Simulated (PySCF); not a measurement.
Species: H8O2Si3.
SMILES: `[SiH3]O[SiH2]O[SiH3]`

Torsions of this conformer, `[SiH3:1][O:2][SiH2:3][O:4][SiH3:5]`: Si1–O2–Si3–O4 12°, O2–Si3–O4–Si5 9°.

The closed-shell ground state was solved at several levels (PySCF, density fitting, gas phase, non-relativistic). Isolated species at its PBE0-D3(BJ)/def2-SVP geometry (one conformer only).

```
            level  basis functions  total energy (Eh)  HOMO (eV)  LUMO (eV)  gap (eV)  dipole (D)
    PBE0/pcSseg-1              146         -1023.3000      -8.44       0.04      8.48        0.67
wB97X-D/def2-SVPD              182         -1023.4434     -10.31       1.52     11.83        0.50
```

Q: Estimate the row for KT3/pcSseg-2, a basis of 313 functions; the other rows only guide the guess.

A: Total energy -1032.9172 Eh, HOMO -7.22 eV, LUMO -1.08 eV, gap 6.14 eV, dipole 0.52 D.

Q: Over all these levels, which gives the widest orbital gap and which the narrowest?

A: wB97X-D/def2-SVPD (range-separated hybrid) has the widest, 11.83 eV, and KT3/pcSseg-2 (GGA) the narrowest, 6.14 eV. Functional and basis both differ between the two, so the spread mixes both effects.

Q: How far do the dipole and the HOMO energy spread over the levels?

A: The dipole runs from 0.50 to 0.67 D (mean 0.56 D) and the HOMO from -10.31 to -7.22 eV.

The pairwise dispersion term of wB97X-D wasn't added to the energies; at a given geometry it leaves orbitals and properties as they are.
